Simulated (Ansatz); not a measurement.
The cluster MoO3. Total charge 0; triplet. Geometry r2SCAN-D4/def2-TZVPD, that of the charge -1 doublet; atoms count from 1.

Cartesian coordinates in Å:
```
Mo 0.1330 0.1126 0.2401
O -1.4794 0.7577 0.3418
O 1.0919 0.7345 -1.0714
O 0.2545 -1.6047 0.4895
```

In the def2 sets Mo takes a core potential; there is no spin–orbit coupling. At PBE0-D4/def2-TZVPD a singlet of charge 0 lies 1.72 eV below the triplet at the same geometry. The structure comes from a short search, and lower isomers may exist.

(1) Estimate the Mulliken populations from the PBE0/def2-TZVPD orbitals of Ansatz.

(2) Where does the spin sit?

(3) And the Mayer bond orders between bonded heavy atoms (over 0.3)?

Answers

(1) 
```tsv
atom	charge (e)	spin (α − β)	d electrons
Mo1	1.99	0.82	3.66
O2	-0.61	0.63	–
O3	-0.61	0.63	–
O4	-0.76	-0.07	–
```
Mulliken values and Mayer orders depend strongly on the basis. With diffuse functions, as here, like atoms can get unlike values, and bond orders can come out too low or too high.

(2) Summed by element: Mo 0.82, O 1.18, of 2 unpaired in all. Largest on single atoms: Mo1 0.82, O3 0.63, O2 0.63.

(3) Mo1–O2 1.23 (1.74 Å); Mo1–O3 1.23 (1.74 Å); Mo1–O4 1.63 (1.74 Å). Values over 0.3 also appear between atoms too far apart for a bond (O2–O3 0.31 at 2.93 Å); they arise where an orbital or an unpaired electron spreads over both atoms.
